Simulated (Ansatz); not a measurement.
Program: Ansatz. Geometries: PBE0-D4/def2-TZVP. ΔE: electronic, gas phase. CCSD(T)/CBS adds triple-zeta CCSD(T) − MP2 to the extrapolated MP2 energy (def2 sets, frozen cores). Functionals use def2-TZVPP. B3LYP here is the variant with VWN-RPA as its local correlation; programs differ in this. def2 core potentials past Kr. For Hf, I, Se outer-core shells are correlated without core-valence functions, which leaves a few kJ/mol of doubt a bond. Scalar relativity is left out up to krypton. Each species was taken in one conformer, which may not be the lowest.

Reaction (ligand exchange at the Hf–Se bond): `[OH][Hf]([Cl])([Cl])[SeH]` + HI → `[OH][Hf]([Cl])([Cl])[I]` + H₂Se

`[OH][Hf]([Cl])([Cl])[SeH]`:

```xyz
7

O     1.338    0.151   -0.709
Hf   -0.422    0.412   -0.089
Cl   -0.609    2.434    1.072
Cl   -1.941    0.427   -1.868
Se   -0.954   -1.549    1.492
H     2.192    0.200   -1.131
H     0.396   -2.074    1.234
```

HI:

Z-matrix (Å, degrees):
```
I
H 1 1.610
```

`[OH][Hf]([Cl])([Cl])[I]`:

Cartesian coordinates in Å:
```
O 0.820 -0.881 0.890
Hf -0.265 0.204 -0.193
Cl -1.799 -1.139 -1.328
Cl -1.409 1.728 1.154
I 1.296 1.528 -1.968
H 1.357 -1.439 1.446
```

H₂Se:

Cartesian coordinates in Å:
```
Se -0.236 0.394 -0.507
H 0.464 -0.893 -0.449
H -0.228 0.499 0.956
```

```csv
level,ΔE (kcal/mol),difference from CCSD(T)/CBS
PBE-D4,-11.2,1.0
r2SCAN-D4,-12.0,0.2
PBE0-D4,-12.0,0.2
B3LYP-D4,-11.9,0.3
ωB97X-V,-12.3,-0.1
ωB97M-V,-12.1,0.1
B2PLYP,-12.4,-0.2
PBE,-11.2,1.0
r2SCAN,-12.1,0.1
PBE0,-11.9,0.3
B3LYP,-11.8,0.4
HF/def2-TZVPP,-14.1,-1.9
MP2/def2-TZVPP,-13.1,-0.9
SCS-MP2/def2-TZVPP,-12.8,-0.6
CCSD/def2-TZVPP,-11.9,0.3
CCSD(T)/def2-TZVPP,-11.8,0.4
HF/def2-QZVPP,-14.2,-2.0
MP2/def2-QZVPP,-13.4,-1.2
SCS-MP2/def2-QZVPP,-13.1,-0.9
HF/CBS(def2),-14.3,-2.1
MP2/CBS(def2),-13.5,-1.3
CCSD/CBS(def2),-12.3,-0.1
CCSD(T)/CBS,-12.2,0
```

Largest T1 diagnostic among the species: 0.014.

In def2-TZVPP, CCSD(T) changes the Hartree–Fock value by +2.2 kcal/mol (the triples alone add +0.1 kcal/mol) and MP2 by +1.0 kcal/mol. From PBE to PBE0 (25 % exact exchange), in def2-TZVPP and without D4, ΔE moves by −0.7 kcal/mol.
